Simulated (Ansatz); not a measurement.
Computed with Ansatz on PBE0-D4/def2-TZVP structures; ΔE is electronic, products minus reactants. CCSD(T)/CBS is the MP2 limit (def2-TZVPP, def2-QZVPP) plus CCSD(T) − MP2 in def2-TZVPP, frozen cores. This one scheme is used for every species. DFT in def2-TZVPP. For Ge, Se outer-core shells are correlated without core-valence functions, which leaves a few kJ/mol of doubt a bond. Scalar relativity is left out up to krypton. Each species was taken in one conformer, which may not be the lowest.

Consider the ligand exchange at a Ge–Se bond: `C[O][GeH]([F])[SeH]` + H₂S → `C[O][GeH]([F])[SH]` + H₂Se.

```
              species  PBE energy (Eh)
`C[O][GeH]([F])[SeH]`      -4694.00435
                  H₂S       -399.22783
 `C[O][GeH]([F])[SH]`      -2690.84470
                 H₂Se      -2402.38393
```

Task: Work out ΔE.

Result: ΔE = (-2690.84470) + (-2402.38393) − (-4694.00435) − (-399.22783) = 0.00355 Eh = +0.10 eV. CCSD(T)/CBS gives +0.11 eV.

Largest T1 diagnostic among the species: 0.012.
